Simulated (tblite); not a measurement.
Compound: C₅H₉OP.
SMILES with atom numbers: `[CH3:1][P:2]1(=[O:3])[CH2:4][CH:5]=[CH:6][CH2:7]1` (hydrogens: H8, H9, H10 on C1; H11, H12 on C4; H13 on C5; H14 on C6; H15, H16 on C7)

Geometry (GFN2-xTB, Å), atoms numbered from 1 in this order:
```xyz
16
C5H9OP angstrom
C      1.8445    0.0342    0.7579
P      0.7577   -0.2516   -0.6877
O      1.4748   -0.6427   -1.9066
C     -0.5882   -1.3658   -0.0879
C     -1.5901   -0.4132    0.4811
C     -1.4748    0.8607    0.1387
C     -0.3527    1.2220   -0.7808
H      2.3928   -0.8860    0.9524
H      1.2772    0.3257    1.6364
H      2.5568    0.8140    0.4939
H     -0.9945   -1.9076   -0.9471
H     -0.2410   -2.1025    0.6386
H     -2.3673   -0.7870    1.1297
H     -2.1488    1.6310    0.4804
H     -0.6989    1.3268   -1.8135
H      0.1449    2.1510   -0.4970
```

All values are computed: GFN2-xTB (tblite) harmonic vibrations without scaling, gas phase. Errors from tens to a few hundred cm⁻¹ against measured bands are possible. One conformer, not necessarily the lowest.

Harmonic wavenumbers (cm⁻¹): 76.6, 173.7, 200.2, 227.1, 314.7, 320.9, 376.7, 437.9, 637.4, 648.9, 723.8, 738.3, 748.1, 803.8, 847.2, 862.2, 863.2, 892.3, 991.8, 1009.6, 1059.0, 1071.5, 1120.0, 1200.9, 1207.2, 1277.3, 1307.8, 1309.5, 1418.2, 1420.7, 1427.2, 1436.8, 1695.9, 2932.0, 2933.9, 2965.8, 2968.9, 3006.9, 3008.3, 3038.3, 3081.8, 3096.7.

A = 3534, B = 1907, C = 1869 MHz; mass 116.039 u (most abundant isotopes); point group Cs, symmetry number 1.

Problem. Zero-point energy?

Solution. ½Σν̃ = 27940 cm⁻¹ = 79.88 kcal/mol.

Problem. What is S at 200 K and 1 bar for an ideal gas of classical rigid rotors and harmonic oscillators?

Solution. Translation 38.20, rotation 26.45, vibration 10.48: S = 75.1 cal/(mol K).

Problem. And Cp and H(200 K) − H(0)?

Solution. Cp = 22.51 cal/(mol K), of which vibrations give 14.56 (their classical limit is 42 R = 83.5); H(200 K) − H(0) = 2.87 kcal/mol without the zero-point energy, 1.28 from vibrations.

Problem. What must be added to the electronic energy to get the Gibbs energy at 200 K and 1 bar?

Solution. ZPE + [H(200 K) − H(0)] − T·S = 79.88 + 2.87 − 15.03 = 67.72 kcal/mol.

Problem. How do the functions run with temperature in this model?

Solution. 
```json
{"T (K)": "150", "S (cal/(mol K))": "69.3", "Cp (cal/(mol K))": "18.3", "H − H(0) (kcal/mol)": "1.85", "G − H(0) (kcal/mol)": "-8.55", "ln q(vib)": "1.29"}
{"T (K)": "250", "S (cal/(mol K))": "80.6", "Cp (cal/(mol K))": "27.0", "H − H(0) (kcal/mol)": "4.10", "G − H(0) (kcal/mol)": "-16.05", "ln q(vib)": "2.89"}
{"T (K)": "298.15", "S (cal/(mol K))": "85.8", "Cp (cal/(mol K))": "31.5", "H − H(0) (kcal/mol)": "5.51", "G − H(0) (kcal/mol)": "-20.06", "ln q(vib)": "3.73"}
{"T (K)": "400", "S (cal/(mol K))": "96.3", "Cp (cal/(mol K))": "40.4", "H − H(0) (kcal/mol)": "9.19", "G − H(0) (kcal/mol)": "-29.34", "ln q(vib)": "5.60"}
{"T (K)": "600", "S (cal/(mol K))": "115.4", "Cp (cal/(mol K))": "53.6", "H − H(0) (kcal/mol)": "18.69", "G − H(0) (kcal/mol)": "-50.55", "ln q(vib)": "9.47"}
{"T (K)": "900", "S (cal/(mol K))": "139.7", "Cp (cal/(mol K))": "65.9", "H − H(0) (kcal/mol)": "36.79", "G − H(0) (kcal/mol)": "-88.94", "ln q(vib)": "15.18"}
```

q(vib) and H(0) count from the zero-point level.

Hindered rotation and anharmonicity are outside this model. Other conformers, if any are populated, would add a mixing term that is left out.
